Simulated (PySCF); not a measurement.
# Computed properties of Te(F)(OMe) (CH3FOTe), SMILES CO[Te]F

Te(F)(OMe) (CH₃FOTe), SMILES CO[Te]F. Geometry optimised at B3LYP-D3(BJ)/def2-SVP. The def2 effective core potentials stand for the cores of Te; spin–orbit coupling is left out. The values are those of a single conformer. All values are computed for the isolated molecule unless a solvent is named; none is compared with measurement here.

**Structure.** All 15 harmonic modes at B3LYP-D3(BJ)/def2-SVP (PySCF) are real, so it is a minimum. With heavy atoms numbered as in [Te:1]([F:2])[O:3][CH3:4], the shortest bond between them is O3–C4 at 1.422 Å and the longest Te1–O3 at 1.981 Å.

**Vibrations.** The strongest infrared lines (harmonic, unscaled, degenerate partners summed) lie at 1060 cm⁻¹ (135 km/mol, O 50 %, C 45 %), 3000 cm⁻¹ (60 km/mol, H 97 %), 605 cm⁻¹ (47 km/mol, F 84 %, Te 13 %). The softest mode is at 93 cm⁻¹ and the zero-point energy is 27.0 kcal/mol.

**Electronic structure.** ωB97X/def2-TZVP (PySCF) places the frontier levels at -8.73 and -0.22 eV, a gap of 8.51 eV, and gives a dipole moment of 2.52 D and a mean polarisability of 50.1 bohr³.

**Excitations.** TDA-CAM-B3LYP/def2-SVPD (PySCF) has S1 at 2.54 eV (488 nm, f = 0.000, dark); the most intense of the 10 singlets computed lies at 6.01 eV (f = 0.16). T1 (TDA) is at 1.74 eV, 0.80 eV under S1.
